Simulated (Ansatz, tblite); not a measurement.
Removing and adding an electron: Ta(NH)Cl3 (TaNCl3H). Charge 0, multiplicity 1. Geometry: PBE0-D4/def2-SVP. Ansatz, gas phase; energy differences of separate SCF runs; the oxidised species was run as a doublet alone; the reduced species was run as a doublet alone.

| atom | x (Å) | y (Å) | z (Å) |
| --- | --- | --- | --- |
| Ta1 | 0.337 | -0.034 | -0.243 |
| N2 | -1.073 | 0.108 | 0.774 |
| H3 | -1.894 | 0.191 | 1.364 |
| Cl4 | -0.266 | 0.725 | -2.330 |
| Cl5 | 0.918 | -2.261 | -0.271 |
| Cl6 | 1.978 | 1.272 | 0.707 |

In the def2 sets Ta takes a core potential; there is no spin–orbit coupling. The xTB rows come from tblite. HOMO above LUMO, or a gap near zero within one spin, warns that the state may not be the lowest or that an electron is smeared out.

| level | −HOMO (eV) | vertical IE (eV) | −LUMO (eV) | vertical EA (eV) | HOMO–LUMO gap (eV) | IE − EA (eV) | remarks |
| --- | --- | --- | --- | --- | --- | --- | --- |
| GFN2-xTB | 11.54 | 14.23 | 8.32 | 5.83 | 3.23 | 8.39 | – |
| PBE-D4/def2-TZVP | 7.27 | 10.10 | 3.12 | – | 4.15 | – | gap within one spin near zero (+1 doublet) |
| r2SCAN-D4/def2-TZVP | 7.60 | 10.23 | 3.05 | – | 4.56 | – | – |
| PBE0-D4/def2-TZVPD | 8.66 | – | 2.42 | 0.78 | 6.24 | – | HOMO above zero (-1 doublet) |

**Question.** Estimate the rows for GFN1-xTB, PBE-D4/def2-TZVPD, r2SCAN-D4/def2-TZVPD, PBE0-D4/def2-TZVP.

**Answer.** 
```tsv
level	−HOMO (eV)	vertical IE (eV)	−LUMO (eV)	vertical EA (eV)	HOMO–LUMO gap (eV)	IE − EA (eV)	remarks
GFN1-xTB	12.38	14.92	8.91	6.48	3.48	8.44	–
PBE-D4/def2-TZVPD	7.33	–	3.20	0.58	4.13	–	HOMO above zero (-1 doublet)
r2SCAN-D4/def2-TZVPD	7.61	–	3.07	0.63	4.54	–	HOMO above zero (-1 doublet)
PBE0-D4/def2-TZVP	8.63	10.40	2.36	–	6.27	–	–
```

   A HOMO above zero means that the electron is unbound at that level or that self-interaction error raises the level; the energy of removing that electron tells which. Raw xTB energy differences between charge states are shifted by several eV; the methods need an empirical correction for them.
